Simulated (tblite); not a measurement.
C5H11O2PSi.
Z-matrix (Å and degrees, GFN2-xTB geometry), rows numbered from 1:
```
C 
C   1  1.4981
O   2  1.2049  1  124.20
C   2  1.5092  1  117.25  3   178.96
P   4  1.8422  2  100.87  1  -157.46
O   5  1.4660  4  115.19  2    69.70
C   5  1.8088  4  111.31  2  -144.34
C   7  1.5668  5   63.79  4   104.33
Si  8  1.8831  5  116.80  7  -110.08
H   1  1.0868  2  110.47  3    14.29
H   1  1.0874  2  110.90  3   137.02
H   1  1.0895  2  108.10  3  -104.55
H   4  1.0897  2  110.63  1    84.36
H   4  1.0913  2  113.11  1   -38.85
H   7  1.0813  5  123.21  8  -105.47
H   7  1.0823  5  116.68  8   106.57
H   8  1.0828  5  116.99  7   105.37
H   9  1.4593  8  110.39  5    29.92
H   9  1.4610  8  108.10  5   -93.17
H   9  1.4698  8  106.05  5   148.17
```

Calculated harmonic vibrations of the isolated species, GFN2-xTB (tblite), most abundant isotopes, no scaling. Against measured fundamentals such values can be off by several per cent, at times by over 20. Modes of hydrogen on silicon can be 10 to 20 % off. One conformer, not necessarily the lowest.

Harmonic wavenumbers (cm⁻¹): 44.6, 65.1, 77.0, 94.2, 115.5, 118.2, 164.3, 198.5, 266.7, 295.4, 317.2, 370.5, 459.4, 515.7, 542.6, 568.3, 660.4, 678.8, 708.9, 744.6, 757.9, 774.7, 781.8, 797.1, 817.0, 867.9, 914.5, 937.2, 991.6, 992.3, 1024.0, 1064.5, 1081.7, 1121.4, 1192.0, 1221.9, 1285.3, 1364.5, 1373.2, 1408.4, 1442.5, 1450.1, 1754.7, 2217.4, 2290.0, 2308.0, 2967.4, 2981.0, 3016.0, 3024.9, 3036.8, 3045.7, 3057.7, 3059.7.

A = 2223, B = 716.6, C = 655.1 MHz; mass 162.027 u (most abundant isotopes); point group C1, symmetry number 1.

Zero-point energy?

½Σν̃ = 31713 cm⁻¹ = 379.38 kJ/mol.

What is S at 400 K and 1 bar for an ideal gas of classical rigid rotors and harmonic oscillators?

Translation 178.42, rotation 129.65, vibration 217.39: S = 525.5 J/(mol K).

And Cp and H(400 K) − H(0)?

Cp = 238.37 J/(mol K), of which vibrations give 205.11 (their classical limit is 54 R = 449.0); H(400 K) − H(0) = 56.98 kJ/mol without the zero-point energy, 43.68 from vibrations.

Blend soft modes into free rotors: weight 1/[1 + (100 cm⁻¹/ν̃)⁴] for the oscillator and the rest for a rotor with moment μB/(μ + B), μ = h/(8π²ν), B = 10⁻⁴⁴ kg m². What vibrational entropy results?

197.93 J/(mol K) in place of 217.39, which changes −T·S at 400 K by +7.79 kJ/mol.

Which modes carry the vibrational entropy at 400 K?

44.6 cm⁻¹: 23.54; 65.1 cm⁻¹: 20.40; 77.0 cm⁻¹: 19.02; 94.2 cm⁻¹: 17.35; 115.5 cm⁻¹: 15.68; 118.2 cm⁻¹: 15.49 J/(mol K); the other 48 give 105.92 together.

Hindered rotation and anharmonicity are outside this model. Other conformers, if any are populated, would add a mixing term that is left out. The structure is chiral; the term R ln 2 for an equal mix with its mirror image is left out.
